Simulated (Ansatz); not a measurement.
F3OW (SMILES [O]=[W+]([F])([F])[F]), charge +1, singlet, geometry from GFN2-xTB (such geometries of metal compounds can be far from the true shape) (the multiplicity is a formal guess) (core potentials on W); PBE0/def2-SVP (Ansatz, a program for electronic structure).

Here is a job for Ansatz.
Ansatz 0.2 input:
```yaml
crystal:
  periodic: [false, false, false]
  atoms:
    - {symbol: W, position_ang: [0.03276909, 0.01661360, -0.03832689]}
    - {symbol: O, position_ang: [1.06473280, 0.53980879, -1.24531676]}
    - {symbol: F, position_ang: [0.85407835, -0.92010144, 1.24100277]}
    - {symbol: F, position_ang: [-1.27389095, -1.04545804, -0.63272718]}
    - {symbol: F, position_ang: [-0.79605128, 1.34912875, 0.81380483]}
basis:
  gaussian:
    orbitals: def2-SVP
hamiltonian:
  xc: pbe0
total_charge: 1
scf: {lower_state_search: full}
```

Problem. What does Ansatz print? Leave out banner, timings and long lists.

Solution. 
```
Functional definition: PBE0
934 factors; their error is unknown
mean field evaluation 1: about -11979.4950 eV, gradient 1.1e2 eV
mean field evaluation 2: about -11800.3758 eV, gradient 3.0e2 eV
mean field evaluation 4: about -11998.4345 eV, gradient 3.7e1 eV
mean field evaluation 8: about -12000.8317 eV, gradient 1.1e-1 eV
mean field evaluation 16: about -12000.9105 eV, gradient 1.5e-4 eV
mean field evaluation 32: about -11928.5500 eV, gradient 1.2e2 eV
mean field evaluation 64: about -12000.9105 eV, gradient 1.1e-4 eV
mean field evaluation 96: about -12000.9105 eV, gradient 1.8e-4 eV
mean field -12000.91046789 eV, -441.0253251856 hartree, gradient 3.9e-5 eV, S^2 0.000000; 3 other end points of the search recorded, 0 dependent functions left out
reference -12000.91051961 eV, -441.0253270865 hartree; 24, 24 occupied and 64, 64 virtual orbitals, 934 factors
Total energy: -12000.91051961 eV, -441.0253270865 hartree
```
